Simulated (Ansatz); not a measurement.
Start from `[AlH2][SiH2][ZnH]` and change one atom or group to get `O[SiH2][AlH2]`.

Ansatz, PBE0-D4/def2-TZVP geometries, multiplicity 1. Each molecule was computed in one conformer, which needn't be the lowest.

Scalar relativity is left out up to krypton.

```csv
property,`[AlH2][SiH2][ZnH]`
LUMO energy (PBE0/def2-TZVPP) / eV,-2.09
HOMO–LUMO gap (PBE0/def2-TZVPP) / eV,4.85
"ideal-gas entropy at 298 K and 1 bar (rigid rotor, harmonic PBE0-D4/def2-TZVP) / J/(mol·K)",353
HOMO–LUMO gap (ωB97M-V/def2-TZVPP) / eV,8.33
LUMO energy (ωB97M-V/def2-TZVPP) / eV,-0.51
HOMO energy (B3LYP/def2-TZVPP) / eV,-6.75
```

Problem. What does the change do to each property? (Best estimate.)

Solution. Computed: 
```tsv
property	`O[SiH2][AlH2]`	shift
LUMO energy (PBE0/def2-TZVPP) / eV	-2.01	0.08
HOMO–LUMO gap (PBE0/def2-TZVPP) / eV	5.40	0.55
ideal-gas entropy at 298 K and 1 bar (rigid rotor, harmonic PBE0-D4/def2-TZVP) / J/(mol·K)	324	-29
HOMO–LUMO gap (ωB97M-V/def2-TZVPP) / eV	9.05	0.72
LUMO energy (ωB97M-V/def2-TZVPP) / eV	-0.37	0.14
HOMO energy (B3LYP/def2-TZVPP) / eV	-7.23	-0.48
```

With PBE0 the HOMO falls by 0.48 eV and the LUMO rises by 0.08 eV, so the gap widens by about 0.56 eV. PBE moves the HOMO by -0.30 eV and ωB97M-V by -0.58 eV.

B3LYP here is the variant with VWN-RPA as its local correlation; programs differ in this.
